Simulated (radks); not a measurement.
Ionisation ladder of gold, from Au66+ to Au78+. Each ion is in the ground configuration listed by NIST, and IE = E(next ion) - E(this ion), with E = 0 for the bare nucleus. All-electron calculation, scalar-relativistic Kohn-Sham, BLYP, spin-polarised, spherical densities, finite nucleus; open shells are filled with parallel spins first (spin-orbit coupling, left out, can overturn this in heavy ions); Fermi nuclear charge, rms radius 5.4371 fm. Program: a radial shooting solver on a logarithmic mesh with Libxc functionals.

| species | configuration | E (hartree) | IE, Delta-SCF (eV) | <r> HOMO (bohr) | IE, NIST (eV) | kind | error (eV) |
|---|---|---|---|---|---|---|---|
| Au66+ | [Ne] 3s2 3p1 | -13678.4819 | 7561.6 | 0.167 | 7910 | theory | -348.4 |
| Au67+ | [Ne] 3s2 | -13400.5972 | 8236.9 | 0.169 | 8210 | theory | +26.9 |
| Au68+ | [Ne] 3s1 | -13097.8985 | 8382.7 | 0.168 | 8360 | theory | +22.7 |
| Au69+ | [Ne] | -12789.8397 | 18594.3 | 0.0630 | 18040 | theory | +554.3 |
| Au70+ | [He] 2s2 2p5 | -12106.5135 | 18950.7 | 0.0627 | 18400 | theory | +550.7 |
| Au71+ | [He] 2s2 2p4 | -11410.0884 | 19300.7 | 0.0623 | 18790 | theory | +510.7 |
| Au72+ | [He] 2s2 2p3 | -10700.7993 | 19773.7 | 0.0619 | 19150 | theory | +623.7 |
| Au73+ | [He] 2s2 2p2 | -9974.1298 | 20140 | 0.0615 | 21470 | theory | -1329.6 |
| Au74+ | [He] 2s2 2p1 | -9233.9830 | 20500 | 0.0612 | 21920 | theory | -1419.9 |
| Au75+ | [He] 2s2 | -8480.6175 | 22559 | 0.0683 | 22500 | theory | +59.3 |
| Au76+ | [He] 2s1 | -7651.5768 | 22925 | 0.0681 | 22868.1 | theory | +56.7 |
| Au77+ | [He] | -6809.1066 | 91869 | 0.0168 | 91515.8 | theory | +353.2 |
| Au78+ | 1s1 | -3432.9822 | 93416 | 0.0167 | 93254.6 | theory | +161.6 |

Reference values: NIST Atomic Spectra Database (exp. = measured, semi-emp. = semi-empirical, theory = theoretical value adopted there). The ionisation energy per charge of the ion left behind rises most, in proportion, at Au77+ ([He]), from 297.72 to 1177.8 eV. Open shells are spherical and high-spin; term and fine-structure splittings are not resolved. Spin-orbit splitting is averaged out at the scalar-relativistic level.
